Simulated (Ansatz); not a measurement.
Ansatz (a quantum-chemistry and plane-wave program) input (B3LYP-D3(BJ)/def2-TZVP):

Ansatz 0.2 input:
```yaml
crystal:
  periodic: [false, false, false]
  atoms:
    - {symbol: Sb, position_ang: [0.00002405, -0.00419441, 0.81777384]}
    - {symbol: F, position_ang: [-1.34905305, -0.98471518, -0.23638790]}
    - {symbol: F, position_ang: [-0.19614755, 1.64224731, -0.25133597]}
    - {symbol: F, position_ang: [1.50205219, -0.66998680, -0.27469409]}
basis:
  gaussian:
    orbitals: def2-TZVP
hamiltonian:
  xc: b3lyp
  dispersion: d3bj
total_charge: 1
magnetization: {spin_polarized: true, initial_magnetization: 1}
relax: {f_tol: 0.002, max_steps: 150}
```

End of the output:

```
reference -14685.08386064 eV, -539.6668779712 hartree; 25, 24 occupied and 118, 119 virtual orbitals, 904 factors
relax step   6: F+E_penalty+E_count = -14685.18545349 eV  Δ(F+E_penalty+E_count) = -3.990e-6 eV  max|allowed force component| = 1.078e-4 eV/Å  Δτ_max = 0.0008 Å  (38 SCF iters, accepted)
integrals: 0.05 GiB planned
904 factors; their error is unknown
mean field: 0.68 GiB planned
mean field evaluation 96: about -14685.0837 eV, gradient 2.1e-3 eV
mean field -14685.08369240 eV, -539.6668717885 hartree, gradient 1.9e-5 eV, S^2 0.755575; 1 other end points of the search recorded, 0 dependent functions left out
the calculation of the forces begins
reference -14685.08386064 eV, -539.6668779712 hartree; 25, 24 occupied and 118, 119 virtual orbitals, 904 factors
Total energy: -14685.18562173 eV, -539.6706176223 hartree
Atom 0 at    -0.003329    -0.004265     0.567057 Å, force    -0.000029    -0.000016     0.000108 eV/Å
Atom 1 at    -1.386208    -1.012733    -0.152296 Å, force     0.000058     0.000041    -0.000027 eV/Å
Atom 2 at    -0.200214     1.689315    -0.167718 Å, force     0.000014    -0.000052    -0.000040 eV/Å
Atom 3 at     1.546626    -0.688966    -0.191687 Å, force    -0.000043     0.000026    -0.000041 eV/Å
Dipole moment:     0.008367    -0.000114     0.620975 e Å
```
